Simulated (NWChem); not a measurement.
System: GeSiH3Br, singlet; SMILES [SiH3][Ge][Br]

Program: NWChem. Pople sets run with spherical d functions. Low-valent species are run as closed-shell singlets; no triplet was tried in these runs. All runs use the structure optimised with B3LYP/6-31G* (spherical d). Level PBE/6-31G*: energy and gradient; each run changes one setting, and changes count from the defaults (medium grid, exact Coulomb integrals, symmetry on).

Problem. Which setting moves the energy most, and by about how much (tight SCF thresholds and tolerances; defaults; Becke weights; coarse grid; extra-fine grid)?

Solution. coarse grid, by about 70 μHa.
```
setting                              size of the energy change (μHa)  largest change of a gradient component (μHa/bohr)
-----------------------------------  -------------------------------  -------------------------------------------------
defaults                                                        < 10                                               < 30
extra-fine grid                                                 < 10                                                 70
coarse grid                                                       70                                                 50
Becke weights                                                   < 10                                                 60
tight SCF thresholds and tolerances                             < 10                                               < 30
```
